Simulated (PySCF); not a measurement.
C₃H₇FOSi.
Cartesian coordinates in Å at the PBE0-D3(BJ)/def2-SVP level; atoms count from 1:
```
atom  x, y, z in Å
C1     2.1877   -0.0202    0.1048
C2     1.1101   -0.9152   -0.3719
F3     1.5206   -2.1418   -0.7300
C4    -0.1912   -0.6335   -0.4869
O5    -0.6864    0.5950   -0.1863
Si6   -2.2685    0.8926    0.2803
H7     1.7723    0.9610    0.3647
H8     2.9560    0.1098   -0.6746
H9     2.6859   -0.4477    0.9902
H10   -0.8823   -1.3968   -0.8648
H11   -2.5340    0.3580    1.6496
H12   -3.2063    0.2397   -0.6835
H13   -2.4235    2.3695    0.2553
```

The closed-shell ground state was solved at several levels (PySCF, density fitting, gas phase, non-relativistic).

| level | basis functions | total energy (Eh) | HOMO (eV) | LUMO (eV) | gap (eV) | dipole (D) |
| --- | --- | --- | --- | --- | --- | --- |
| wB97X-D/def2-SVPD | 186 | -582.6968 | -8.35 | 1.68 | 10.03 | 1.53 |
| PBE0/pcSseg-0 | 72 | -581.6089 | -6.37 | 0.33 | 6.70 | 1.91 |
| LC-wPBE/def2-SVPD | 186 | -582.5303 | -9.16 | 2.00 | 11.16 | 1.52 |
| PBE0/def2-TZVPD | 297 | -582.7758 | -6.46 | -0.23 | 6.23 | 1.43 |
| wB97X-D/pcSseg-2 | 321 | -583.1284 | -8.29 | 1.57 | 9.86 | 1.48 |
| PBE0/pcSseg-1 | 144 | -582.6019 | -6.43 | 0.13 | 6.56 | 1.49 |
| PBE0/def2-TZVP | 234 | -582.7741 | -6.42 | -0.01 | 6.41 | 1.38 |
| PBE0/6-311+G(2d,p) | 212 | -582.7433 | -6.46 | -0.27 | 6.19 | 1.48 |
| PBE0/IGLO-III | 289 | -582.7788 | -6.44 | 0.08 | 6.52 | 1.43 |

Task: Estimate the row for LDA/pcSseg-1, a basis of 144 functions; the other rows only guide the guess.

Result: Total energy -579.6248 Eh, HOMO -5.36 eV, LUMO -1.03 eV, gap 4.33 eV, dipole 1.42 D.

Task: Over all these levels, which gives the widest orbital gap and which the narrowest?

Result: LC-wPBE/def2-SVPD (range-separated hybrid) has the widest, 11.16 eV, and LDA/pcSseg-1 (LDA) the narrowest, 4.33 eV. Functional and basis both differ between the two, so the spread mixes both effects.

Task: How much does the basis alone move the frontier levels among the 6 PBE0 rows?

Result: The HOMO by 0.09 eV and the LUMO by 0.60 eV. By rising basis size (HOMO, LUMO in eV): pcSseg-0 -6.37, 0.33; pcSseg-1 -6.43, 0.13; 6-311+G(2d,p) -6.46, -0.27; def2-TZVP -6.42, -0.01; IGLO-III -6.44, 0.08; def2-TZVPD -6.46, -0.23.

Task: How far do the dipole and the HOMO energy spread over the levels?

Result: The dipole runs from 1.38 to 1.91 D (mean 1.51 D) and the HOMO from -9.16 to -5.36 eV.

One conformer stands for the species.

The pairwise dispersion term of wB97X-D wasn't added to the energies; at a given geometry it leaves orbitals and properties as they are.
